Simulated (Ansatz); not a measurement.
Au5Cl4⁺, relaxed as a singlet with RKS PBE0-D4/def2-SVP in Ansatz, starting from the GFN2-xTB geometry. Force threshold 0.02 eV/Å.

In the def2 sets Au takes a core potential; there is no spin–orbit coupling. The relaxation made no stability test and no search for a lower SCF solution. No other spin state of charge 1 was run. Another isomer (singlet) lies 1.46 eV lower at PBE0-D4/def2-TZVP; other spin states weren't run for this one.

Start:

| atom | x (Å) | y (Å) | z (Å) |
| --- | --- | --- | --- |
| Au1 | 2.203 | -1.825 | -1.622 |
| Au2 | -4.813 | 0.184 | 2.174 |
| Au3 | 1.635 | 0.133 | 0.577 |
| Au4 | -1.208 | 1.226 | 1.284 |
| Au5 | 0.552 | 0.641 | -2.148 |
| Cl6 | 0.336 | 2.053 | -0.201 |
| Cl7 | 2.889 | -1.839 | 0.629 |
| Cl8 | -2.706 | 0.542 | 2.885 |
| Cl9 | 1.110 | -1.115 | -3.579 |

(1) Estimate the energy that the relaxation releases and the steps that it takes.

(2) Does the start keep its bonding?

(3) Predict the relaxed structure.

Results:

(1) 19.3 kJ/mol, in 27 steps; 5 min on 4 threads of Arm Neoverse V1 on a shared host. The force fell under the threshold at step 16, but the optimiser went on. No frequencies were taken in this run, so the end may be a saddle point.

(2) By distances, no bond broke or formed. The bond that changes most is Au4–Cl6, from 2.30 to 2.39 Å (atoms count from 1).

(3) 
```csv
atom,x (Å),y (Å),z (Å)
Au1,1.9495,-1.7942,-1.2855
Au2,-4.4351,0.8307,2.5696
Au3,1.9197,0.4767,0.6548
Au4,-1.1745,0.9202,0.7998
Au5,0.3564,0.6504,-1.9243
Cl6,0.4843,2.3785,-0.1201
Cl7,3.0566,-1.5945,0.8277
Cl8,-2.7654,-0.5461,1.6898
Cl9,0.6085,-1.3217,-3.2118
```
Bond lengths (bridged metal pairs left out): 9 × Au–Cl 2.34 to 2.51 Å.
